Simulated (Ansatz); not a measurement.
Job for Ansatz (a program for electronic structure): U-B3LYP/def2-TZVPP on NaP-, 2S+1 = 4, a spin state set in the input, which need not be the lowest, a point of a bond scan (R = 2.821 Å). Charge -1.

Ansatz 0.2 input:
```yaml
crystal:
  periodic: [false, false, false]
  atoms:
    - {symbol: Na, position_ang: [0.00000000, 0.00000000, 0.00000000]}
    - {symbol: P, position_ang: [0.00000000, 0.00000000, 2.82102100]}
basis:
  gaussian:
    orbitals: def2-TZVPP
    pivot_positions_ang: [[0.00000000, 0.00000000, 0.00000000], [0.00000000, 0.00000000, 2.82102100]]
hamiltonian:
  xc: {name: B3LYP}
total_charge: -1
magnetization: {spin_polarized: true, initial_magnetization: 3}
output: {forces: true, orbitals: {seedname: ./end}}
```

It printed:

```
WARN ansatz: RAYON_NUM_THREADS=2 ignored (pool sized by the plan → 2); use --threads N
Functional definition: B3LYP
integrals: 0.02 GiB planned
574 factors; their error is unknown
mean field: 0.24 GiB planned
mean field evaluation 1: about -13700.0376 eV, gradient 1.7e1 eV
mean field evaluation 2: about -13699.3149 eV, gradient 2.5e1 eV
mean field evaluation 4: about -13704.8122 eV, gradient 1.4e0 eV
mean field evaluation 8: about -13704.8699 eV, gradient 5.9e-2 eV
mean field evaluation 16: about -13704.8700 eV, gradient 6.0e-5 eV
mean field -13704.86996952 eV, -503.6446818855 hartree, gradient 1.1e-5 eV, S^2 3.756541; 1 other end points of the search recorded, 0 dependent functions left out
the calculation of the forces begins
reference -13704.87015111 eV, -503.6446885586 hartree; 15, 12 occupied and 59, 62 virtual orbitals, 574 factors
Total energy: -13704.87015111 eV, -503.6446885586 hartree
Atom 0 at     0.000000     0.000000     0.000000 Å, force    -0.000000     0.000000    -0.015643 eV/Å
Atom 1 at     0.000000     0.000000     2.821021 Å, force    -0.000000     0.000000     0.015643 eV/Å
Dipole moment:    -0.000000     0.000000     0.785022 e Å
```

The calculation finished and met its thresholds.

Cost: very roughly 5 core-seconds.
